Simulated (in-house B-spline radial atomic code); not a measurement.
# Binding energies in Au+

NIST's tabulated ground configuration is [Xe] 4f14 5d10; each binding energy is the energy of the ion with one electron taken from that subshell, relaxed, less that of the parent. Method: Dirac-Hartree-Fock, average of configuration, Fermi nucleus of rms radius 5.4371 fm. Calculated with a radial B-spline atomic code at the basis-set limit. Energies include first-order Breit, QED and recoil terms.

```tsv
subshell	X-ray name	binding energy (eV)	-ε (eV)	relaxation (eV)
2s	L1	14377.4	14489.9	57.1
2p1/2	L2	13750.1	13866.6	61.9
2p3/2	L3	11935.3	12027.8	58.1
3s	M1	3449.8	3493.8	32.7
3p3/2	M3	2765.8	2803.9	31.8
3d3/2	M4	2308.5	2347.4	34.8
3d5/2	M5	2223	2259.8	34.1
4s	N1	784.2	801.3	14.5
4p1/2	N2	664.9	681.5	14.4
4p3/2	N3	567.3	581.7	13.2
4d3/2	N4	372.2	385.7	13.0
4d5/2	N5	354	366.8	12.6
5s	O1	131.1	135.8	4.3
4f5/2	N6	101.6	113.6	12.2
4f7/2	N7	97.97	109.63	11.98
5p1/2	O2	91.21	95.29	3.77
5p3/2	O3	74.94	78.18	3.12
5d3/2	O4	20.07	21.91	1.84
5d5/2	O5	18.55	20.14	1.62
```

Relaxation = -ε minus the binding energy without Breit, QED and recoil terms.

Emission lines follow as differences of binding energies, with λ = 12398.42 eV·Å / E:

```csv
line,holes,energy (eV),wavelength (Å)
L3-M5,2p3/2 → 3d5/2,9712.3,1.2766
L2-M4,2p1/2 → 3d3/2,11441.6,1.0836
L1-M3,2s → 3p3/2,11611.6,1.0678
L3-M1,2p3/2 → 3s,8485.5,1.4611
L2-N4,2p1/2 → 4d3/2,13377.9,0.92678
M5-N7,3d5/2 → 4f7/2,2125.0,5.8345
M4-N6,3d3/2 → 4f5/2,2206.9,5.618
```

(1) What does it cost to remove both a 2p3/2 and a 5d3/2 electron?

## Answers

(1) 11970 eV, which is 14.95 eV more than the two single binding energies together.
